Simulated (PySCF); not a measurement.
PySCF 2.14 output of an unrestricted HSE06 calculation on a single atom or ion in aug-cc-pVDZ-DK, with the spin-free X2C one-electron Hamiltonian (Gaussian nucleus):

```
SCF conv_tol = 1e-09
number electrons alpha = 4  beta = 2
    J. Heyd, G. E. Scuseria, and M. Ernzerhof.,  J. Chem. Phys. 118, 8207 (2003)
    J. Heyd, G. E. Scuseria, and M. Ernzerhof.,  J. Chem. Phys. 124, 219906 (2006)
    A. V. Krukau, O. A. Vydrov, A. F. Izmaylov, and G. E. Scuseria.,  J. Chem. Phys. 125, 224106 (2006)
cycle= 1 E= -72.0098022492812  delta_E= -0.0026  |g|= 0.00915  |ddm|= 0.157
cycle= 2 E= -72.0098357981325  delta_E= -3.35e-05  |g|= 0.00112  |ddm|= 0.0159
cycle= 3 E= -72.0098366651601  delta_E= -8.67e-07  |g|= 7.21e-05  |ddm|= 0.0028
cycle= 4 E= -72.0098366776531  delta_E= -1.25e-08  |g|= 2.8e-06  |ddm|= 0.000389
cycle= 5 E= -72.00983667767  delta_E= -1.69e-11  |g|= 9.96e-08  |ddm|= 1.57e-05
converged SCF energy = -72.00983667767  <S^2> = 2.0011275  2S+1 = 3.0007516
```

The run itself started from symmetry-adapted Hartree-Fock orbitals and held the occupation by maximum overlap, on a logarithmic radial grid, so the iterations belong to that start.

Q: Which element, charge and spin multiplicity is this?

A: O(2+) (oxygen, charge +2), multiplicity 3; the state was [He] 2s2 2p1 3s1, high-spin 3P determinant (an excited configuration).

The outer electron is Rydberg-like, and this basis confines it to a smaller radius and binds it less than a complete one would.
